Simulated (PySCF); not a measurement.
Here is a job for PySCF.
```python
from pyscf import gto, scf, tdscf

mol = gto.M(
    atom='''
Si    0.06539860   -0.10066120    0.34747042
F    -0.34845040    1.41762779    0.20424052
F     1.31445411   -0.28651835   -0.60242681
F    -1.10322320   -0.91990190   -0.33087686
H     0.31939493   -0.49161106    1.69698253
''',
    basis='6-31g',
    verbose=4,
)

mf = scf.RHF(mol)
mf.kernel()
td = mf.TDA()
td.nstates = 2
td.kernel()
td.analyze()
```

Task: Give the HOMO energy at the level HF/6-31G, TDA (PySCF).

Result: -16.23 eV

Task: Predict the number of basis functions from HF/6-31G, TDA.

Result: 42

Task: Give the lowest excitation energy found at the level HF/6-31G, TDA.

Result: 13.21 eV

Task: Predict the HOMO-LUMO gap from HF/6-31G, TDA.

Result: 20.40 eV

Task: Estimate the excitation energies found that HF/6-31G, TDA returns for this input.

Result: 13.21, 13.21 eV

Task: What dipole moment does HF/6-31G, TDA give?

Result: 3.21 D
